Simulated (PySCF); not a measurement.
C6H8N2.
SMILES with atom numbers: `[CH2:1]=[C:2]1[C@@H:3]([C:4]#[N:5])[C@H:6]1[CH2:7][NH2:8]` (hydrogens: H9, H10 on C1; H11 on C3; H12 on C6; H13, H14 on C7; H15, H16 on N8)

Computed, not measured: TDDFT B3LYP/def2-SVPD, vertical, gas phase, core orbitals frozen in the response in PySCF 2.14.0, density-fitted response routines. The structure is a single GFN2-xTB conformer in the gas phase; no vibrational or solvent corrections. Torsions of this conformer, `[CH2:1]=[C:2]1[C@@H:3]([C:4]#[N:5])[C@H:6]1[CH2:7][NH2:8]`: C3–C6–C7–N8 158°, H–N8–C7–C6 -60°, H–N8–C7–C6 60°.

Question: Predict the UV-vis stick spectrum at this level.

Answer: 

```json
{"state": "S1", "E (eV)": "5.25", "E (kJ/mol)": "506", "λ (nm)": "236.3", "f": "0.022", "main configurations (H = HOMO, L = LUMO)": "H→L (97%)"}
{"state": "S2", "E (eV)": "6.13", "E (kJ/mol)": "592", "λ (nm)": "202.1", "f": "0.040", "main configurations (H = HOMO, L = LUMO)": "H→L+1 (86%)"}
{"state": "S3", "E (eV)": "6.28", "E (kJ/mol)": "606", "λ (nm)": "197.3", "f": "0.0091", "main configurations (H = HOMO, L = LUMO)": "H-2→L (81%), H-1→L (13%)"}
{"state": "S4", "E (eV)": "6.64", "E (kJ/mol)": "641", "λ (nm)": "186.6", "f": "0.075", "main configurations (H = HOMO, L = LUMO)": "H-3→L (50%), H-1→L (35%)"}
{"state": "S5", "E (eV)": "6.68", "E (kJ/mol)": "645", "λ (nm)": "185.5", "f": "0.011", "main configurations (H = HOMO, L = LUMO)": "H→L+2 (65%), H→L+3 (23%)"}
{"state": "S6", "E (eV)": "6.76", "E (kJ/mol)": "652", "λ (nm)": "183.5", "f": "0.022", "main configurations (H = HOMO, L = LUMO)": "H→L+3 (63%), H→L+2 (27%)"}
{"state": "S7", "E (eV)": "7.05", "E (kJ/mol)": "680", "λ (nm)": "175.9", "f": "0.024", "main configurations (H = HOMO, L = LUMO)": "H→L+4 (47%), H-1→L+1 (15%), H-3→L (10%)"}
{"state": "S8", "E (eV)": "7.06", "E (kJ/mol)": "681", "λ (nm)": "175.5", "f": "0.039", "main configurations (H = HOMO, L = LUMO)": "H→L+4 (35%), H-1→L+1 (30%), H-3→L (16%)"}
```

Triplets, Tamm–Dancoff:

| state | E (eV) | λ (nm) | main configurations (H = HOMO, L = LUMO) |
| --- | --- | --- | --- |
| T1 | 4.46 | 277.8 | H-1→L (68%), H→L (16%) |
| T2 | 5.21 | 238.2 | H→L (81%), H-1→L (16%) |
| T3 | 5.80 | 213.8 | H→L+1 (62%), H-2→L (19%) |

The lowest singlet comes at 236 nm (506 kJ/mol) in the ultraviolet; it is weak; its leading configuration is HOMO→LUMO (97%). The most intense listed level is S4 at 6.64 eV (187 nm, f = 0.075), 1.40 eV above S1. Löwdin shares by element: HOMO nitrogen 60% or more, carbon 17% or more, hydrogen 6% or more (atoms not listed hold the other 18%); LUMO carbon 66% or more (atoms not listed hold the other 34%). Weighted by f, the mean energy of these states is 6.54 eV. The listed states span 1.82 eV, and the widest gap between neighbours is 0.89 eV (S1 to S2). Of the 8 states listed, 7 reach f = 0.01 and none stays under 0.0005. Singlets were solved by full linear response, triplets in the Tamm–Dancoff approximation.

The run took 44 s of wall time (grids of density and orbitals included) on one thread, Arm Neoverse V2 (aarch64), on a shared host, and the process peaked at 0.88 GiB of memory.
